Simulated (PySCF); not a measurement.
Molecule: `O=CCB(F)F`, C₂H₃BF₂O.

Cartesian coordinates in Å; atom numbers follow the order of the lines, from 1:
```xyz
9

O    -1.536    1.528   -0.737
C    -1.063    0.429   -0.646
C    -0.255   -0.048    0.530
B     1.244   -0.311    0.147
F     2.244    0.069    0.914
F     1.549   -0.950   -0.967
H    -1.188   -0.323   -1.468
H    -0.347    0.659    1.366
H    -0.646   -1.035    0.840
```

Geometry PBE0-D3(BJ)/def2-SVP throughout; GIAO in PySCF 2.14, gas phase, one conformer, non-relativistic; equivalent atoms averaged; basis pcSseg-2.

**Question.** How do the shifts δ (against H2O, TMS, BF3·OEt2, CFCl3 at the same level) depend on the functional? (ppm; last column core-seconds on shared hosts with different chips, so compare them loosely)

**Answer.** 
```
functional                    kind     O1     C2    C3    B4  F5/F6     H7  H8/H9  core-s
        HF            Hartree–Fock  681.4  200.2  31.9  26.8  -45.5   9.39   2.21      12
       LDA                     LDA  718.9  210.9  43.7  26.2  -72.8  10.47   2.71      28
       PBE                     GGA  684.7  202.3  40.4  25.1  -77.5  10.36   2.58      34
      BLYP                     GGA  681.7  202.1  40.1  25.5  -80.2  10.32   2.50      33
      BP86                     GGA  678.8  201.5  40.2  25.0  -78.6  10.32   2.56      33
      OPBE                     GGA  655.5  195.6  38.0  23.6  -78.3  10.28   2.61      34
       KT2                     GGA  638.6  189.7  37.3  23.5  -89.5  10.03   2.48      55
       KT3                     GGA  628.2  188.2  36.0  23.2  -89.4  10.02   2.46      36
     B97-D                     GGA  651.9  196.2  38.0  23.9  -83.8  10.21   2.49      55
     B3LYP           global hybrid  691.7  203.7  38.5  26.6  -69.4  10.08   2.44      42
      PBE0           global hybrid  694.7  203.7  38.2  26.3  -65.1  10.06   2.49      42
  mPW1PW91           global hybrid  693.7  203.7  38.1  26.3  -65.1  10.03   2.47      42
      WP04           global hybrid  659.8  203.6  36.4  26.7  -79.7   9.66   2.41      24
     B97-2           global hybrid  671.5  199.6  37.0  25.3  -70.6  10.00   2.45      23
 BHandHLYP           global hybrid  696.5  204.0  36.1  27.3  -58.1   9.77   2.35      22
 CAM-B3LYP  range-separated hybrid  701.6  207.6  38.6  27.4  -57.2   9.98   2.43      30
   wB97X-D  range-separated hybrid  695.7  205.3  37.9  25.9  -62.6   9.96   2.42      29
   LC-wPBE  range-separated hybrid  699.8  211.2  38.5  27.3  -43.4   9.88   2.45      34
```

**Question.** Which nucleus moves most, in ppm?

**Answer.** O1 (aldehyde oxygen): from 628.2 ppm with KT3 to 718.9 ppm with LDA. The smallest spread is 0.50 ppm, at H8/H9. Proton shifts span only some 12 ppm, so a few tenths of a ppm matter as much there as several ppm in carbon.
